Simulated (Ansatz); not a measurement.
Reaction (germylene loss): `C[O][GeH3]` → CH₃OH + `[GeH2]`

Computed with Ansatz on PBE0-D4/def2-TZVP structures; ΔE is electronic, products minus reactants. CCSD(T)/CBS adds triple-zeta CCSD(T) − MP2 to the extrapolated MP2 energy (def2 sets, frozen cores). This one scheme is used for every species. Functionals use def2-TZVPP. HSE06 is defined as in plane-wave codes. For Ge outer-core shells are correlated without core-valence functions, which leaves a few kJ/mol of doubt a bond. Scalar relativity is left out up to krypton.

Problem. Is it downhill or uphill in electronic energy at CCSD(T)/CBS, and by how much? (Estimate.)

Solution. The calculation gave: Uphill: ΔE = +190.2 kJ/mol.

Problem. What do these levels give: LDA (SPW92), PBE-D4, r2SCANh-D4, HSE06-D4, r2SCAN, HSE06, BHLYP, LC-ωPBE, CCSD/def2-SVP, CCSD/def2-TZVPP, HF/def2-QZVPP, SCS-MP2/def2-QZVPP? (Estimate.)

Solution. Ansatz gave: LDA (SPW92) 218.6, PBE-D4 183.7, r2SCANh-D4 204.4, HSE06-D4 191.6, r2SCAN 203.1, HSE06 186.2, BHLYP 179.7, LC-ωPBE 203.8, CCSD/def2-SVP 186.2, CCSD/def2-TZVPP 192.1, HF/def2-QZVPP 173.3, SCS-MP2/def2-QZVPP 199.8 kJ/mol.

Largest T1 diagnostic among the species: 0.012.

In def2-TZVPP, CCSD(T) changes the Hartree–Fock value by +23.7 kJ/mol (the triples alone add +5.0 kJ/mol) and MP2 by +40.7 kJ/mol. The D4 term adds +10.7 kJ/mol with B3LYP and +5.7 kJ/mol with PBE0; it sums over pairs of atoms, weighted by their polarisabilities, and B3LYP, whose exchange is more repulsive, gets the larger term.

B3LYP here is the variant with VWN-RPA as its local correlation; programs differ in this.
